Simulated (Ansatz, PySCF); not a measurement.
This Ansatz (an electronic-structure program) input computes a CCSD(T)/cc-pVDZ energy:

Ansatz 0.2 input:
```yaml
crystal:
  periodic: [false, false, false]
  atoms:
    - {symbol: F, position_ang: [-0.00000000, -0.00000000, -1.22923556]}
    - {symbol: B, position_ang: [0.00000000, 0.00000000, 0.00000000]}
    - {symbol: F, position_ang: [0.00000000, 0.00000000, 1.22923556]}
basis:
  gaussian:
    orbitals: cc-pVDZ
total_charge: 1
magnetization: {spin_polarized: false}
correlation: {method: ccsd_t, electrons: outside_noble_gas}
```

Q: Write an input for the same energy in PySCF and say what it gives.

A: 
```python
from pyscf import gto, scf, mp, cc as ccmod

mol = gto.M(
    atom='''
    F    -0.00000000   -0.00000000   -1.22923556
    B     0.00000000    0.00000000    0.00000000
    F     0.00000000    0.00000000    1.22923556
    ''',
    basis='cc-pvdz',
    charge=1,
    spin=0,
    verbose=4,
)

mf = scf.RHF(mol)
mf.conv_tol = 1e-10
mf.max_cycle = 100
mf.kernel()
mp2 = mp.MP2(mf, frozen=3).run()
cc = ccmod.CCSD(mf, frozen=3)
cc.max_cycle = 100
cc.kernel()
et = cc.ccsd_t()
print(f'E(CCSD(T)) = {cc.e_tot + et:.9f}')
```
It gives -223.75844 Eh, and Ansatz -223.75843 Eh, a difference of 0.01 mEh.
